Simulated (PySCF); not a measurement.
O2Se, triplet (typed; the unrestricted solution is spin-contaminated), geometry from GFN2-xTB (a higher spin typed on purpose: for a closed-shell molecule this is an excited state), with bond 1-2 at 3.0 times its length; HF/6-31G run with PySCF.

Here is a job for PySCF.
```python
from pyscf import gto, scf

mol = gto.M(
    atom='''
O    -4.20748236    2.13362292    0.13264729
Se    0.01391937   -0.27854277   -0.02333375
O     1.33405721    0.65829433    0.07050850
''',
    basis='6-31g',
    spin=2,
    verbose=3,
)

mf = scf.UHF(mol)
mf.kernel()
mo_i, mo_e, stable_i, stable_e = mf.stability(internal=True, external=True, return_status=True, nroots=6, tol=1e-6)
print('internally stable:', stable_i, ' externally stable:', stable_e)
if not stable_i:
    umf = mf.copy()
    umf.scf_summary = {}
    umf.kernel(umf.make_rdm1(mo_i, mf.mo_occ))
mf.analyze()
```

It wrote (shortened):

```
SCF not converged.
SCF energy = -2549.00038223129 after 50 cycles  <S^2> = 3.0147952  2S+1 = 3.6137488
<class 'pyscf.scf.uhf.UHF'> wavefunction has an internal instability
<class 'pyscf.scf.uhf.UHF'> wavefunction is stable in the real -> complex stability analysis
<class 'pyscf.scf.uhf.UHF'> wavefunction has an UHF/UKS -> GHF/GKS instability
internally stable: False  externally stable: False
SCF not converged.
SCF energy = -2549.00992718373 after 50 cycles  <S^2> = 3.0132081  2S+1 = 3.6128704
**** MO energy ****
                             alpha | beta                alpha | beta
MO #1   energy= -460.879959315498  | -460.879959780421  occ= 1 | 1
MO #2   energy= -60.7159063577556  | -60.71590651195    occ= 1 | 1
MO #3   energy= -54.3218787930202  | -54.3218816345107  occ= 1 | 1
MO #4   energy= -54.319809120582   | -54.3198093742655  occ= 1 | 1
MO #5   energy= -54.3159464350586  | -54.3159455158857  occ= 1 | 1
MO #6   energy= -20.7176393531791  | -20.642408014258   occ= 1 | 1
MO #7   energy= -20.6424309192491  | -20.6383554722377  occ= 1 | 1
MO #8   energy= -8.97991227286028  | -8.9799131309737   occ= 1 | 1
MO #9   energy= -6.71576469485942  | -6.71576529993614  occ= 1 | 1
MO #10  energy= -6.71529128760543  | -6.71530385943024  occ= 1 | 1
MO #11  energy= -6.70111213683725  | -6.70110423122973  occ= 1 | 1
MO #12  energy= -2.68369760565623  | -2.683702763659    occ= 1 | 1
MO #13  energy= -2.68034156404111  | -2.68035356776342  occ= 1 | 1
MO #14  energy= -2.67607928508804  | -2.67606866261166  occ= 1 | 1
MO #15  energy= -2.67102474219596  | -2.67102603005668  occ= 1 | 1
MO #16  energy= -2.67061119551728  | -2.67060781881727  occ= 1 | 1
MO #17  energy= -1.41306710538041  | -1.37296726562584  occ= 1 | 1
MO #18  energy= -1.37303688058119  | -1.07507747528238  occ= 1 | 1
MO #19  energy= -0.851842027276521 | -0.851844675294809 occ= 1 | 1
MO #20  energy= -0.70393238934644  | -0.639205998471913 occ= 1 | 1
MO #21  energy= -0.703586570491992 | -0.557052631883614 occ= 1 | 1
MO #22  energy= -0.639263691832607 | -0.51744420206405  occ= 1 | 1
MO #23  energy= -0.615852776806053 | -0.461259424792121 occ= 1 | 1
MO #24  energy= -0.557066692143279 | -0.38941783959068  occ= 1 | 1
MO #25  energy= -0.46137273074207  | -0.000231468331119977 occ= 1 | 0
MO #26  energy= -0.389376606645087 | 0.119580859992162  occ= 1 | 0
MO #27  energy= -0.000336962894812665 | 0.119587281679863  occ= 0 | 0
MO #28  energy= 0.127917179731209  | 0.128774723158137  occ= 0 | 0
MO #29  energy= 0.306909782490262  | 0.30717628094742   occ= 0 | 0
MO #30  energy= 0.373511360213984  | 0.373927657381148  occ= 0 | 0
MO #31  energy= 0.406050172072534  | 0.406588009759183  occ= 0 | 0
MO #32  energy= 0.509902875494145  | 0.510022002920769  occ= 0 | 0
MO #33  energy= 1.03095978161079   | 1.13563585874391   occ= 0 | 0
MO #34  energy= 1.03269413150762   | 1.13990536652706   occ= 0 | 0

To work with the spin densities directly, `use mulliken_meta_spin()` only printing them here.

 ** Mulliken spin pop alpha/beta on meta-lowdin orthogonal AOs **
 ** Mulliken Spin Density (per atom)  **
spin density of  0 O =      1.99995
spin density of  1 Se =     -0.00050
spin density of  2 O =      0.00054
 ** Mulliken pop alpha/beta on meta-lowdin orthogonal AOs **
 ** Mulliken atomic charges   ( Nelec_alpha | Nelec_beta ) **
charge of  0O =      0.00001  (     4.99997      3.00002 )
charge of  1Se =      0.50432  (    16.74759     16.74809 )
charge of  2O =     -0.50432  (     4.25243      4.25189 )
Dipole moment(X, Y, Z, Debye): -2.24502, -1.58768, -0.15912
```

The run did not converge; its last values are not results.
